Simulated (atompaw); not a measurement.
## Ranking PAW (atompaw) potentials for Sm

All share these settings but for the change named:

| Quantity | Value |
| --- | --- |
| Element | samarium (Sm) |
| Generator | atompaw 4.2.0.5 |
| Type | PAW |
| Functional | PBE |
| Relativity | scalar-relativistic |
| Frozen core | [Kr] 4d10 |
| Valence charge | 16 |
| Reference configuration | 4f6 5s2 5p6 5d0.5 6s1.5 6p0 |
| Partial waves | 5s (bound): rc 2.55 bohr; 6s (bound): rc 3.00 bohr; 5p (bound): rc 2.20 bohr; 6p (bound, empty): rc 2.50 bohr; 5d (bound): rc 3.00 bohr; 5d channel at 3 Ry: rc 3.00 bohr; 4f (bound): rc 1.70 bohr; 4f channel at 0.45 Ry: rc 1.70 bohr |
| Local potential | troulliermartins scheme with l = 4 at -0.5 Ry, radius 2.00 bohr |
| Core correction | smooth core density matched at 1.50 bohr |
| Augmentation charge | sinc compensation charge, radius 2.20 bohr; PAW radius 3.00 bohr; waves and projectors: custom polynom gramschmidtortho |

Cutoff: the first of the cutoffs (Ry, on a coarse ladder) from which the occupation-weighted sum of valence levels, in a spherical-Bessel basis at the reference potential, stays within 10 and 1 mRy of its value at 400 Ry; the density cutoff is not measured.

The base gives 60 Ry.

Of 11 variants that were run, those that failed, showed a ghost or another fault, or gave nearly equal values are left out.

A variant can come out equal or close to the base.

Question: Rank these variants from softest to hardest (loose cutoff).
A. wave 4f channel at 0.45 Ry: rc 1.70 bohr becomes 4f channel at -0.17 Ry: rc 1.70 bohr
B. augmentation sinc compensation charge, radius 2.20 bohr; PAW radius 3.00 bohr; waves and projectors: custom rrkj vanderbiltortho
C. all radii scaled by about 0.85 (s 2.16, p 1.86, d 2.54, f 1.44 bohr); local potential troulliermartins scheme with l = 4 at -0.5 Ry, radius 1.70 bohr; augmentation sinc compensation charge, radius 1.86 bohr; PAW radius 2.54 bohr; waves and projectors: custom polynom gramschmidtortho; core correction smooth core density matched at 1.26 bohr

Answer: B (45 Ry), A (60 Ry), C (90 Ry).
